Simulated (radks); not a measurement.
Values are calculated unless marked as measured or tabulated.
Effect of the nuclear size on neutral palladium, [Kr] 4d10. Level of theory: Dirac Kohn-Sham, BLYP, spin-unpolarised, spherical densities, finite nucleus; Fermi nuclear charge, rms radius 4.5318 fm (a radial shooting solver on a logarithmic mesh with Libxc functionals). The rms radius is varied about that value; shifts are against it.

rms radius (fm)	total energy shift (eV)	density at nucleus (e/bohr^3)	1s1/2 shift (meV)	2s1/2 shift (meV)	3p1/2 shift (meV)	4s1/2 shift (meV)	5s1/2 (empty) shift (meV)
3.6436	-0.891	1.367e+05	-376	-41.7	0.429	-1.46	-0.093
4.278	-0.272	1.338e+05	-115	-12.7	0.131	-0.446	-0.028
4.5318	0	1.328e+05	0.000	0.000	0.000	0.000	0.000
4.8309	0.338	1.317e+05	142	15.8	-0.163	0.555	0.035
5.0031	0.541	1.311e+05	228	25.3	-0.260	0.888	0.056

Slopes of the eigenvalues against <r^2> in GHz/fm^2, as finite differences over the two radii next to the reference (eigenvalue slopes, not the field-shift constants of lines): 1s1/2 12300, 2s1/2 1370, 3p1/2 -14.1, 4s1/2 48.0, 5s1/2 (empty) 3.04.
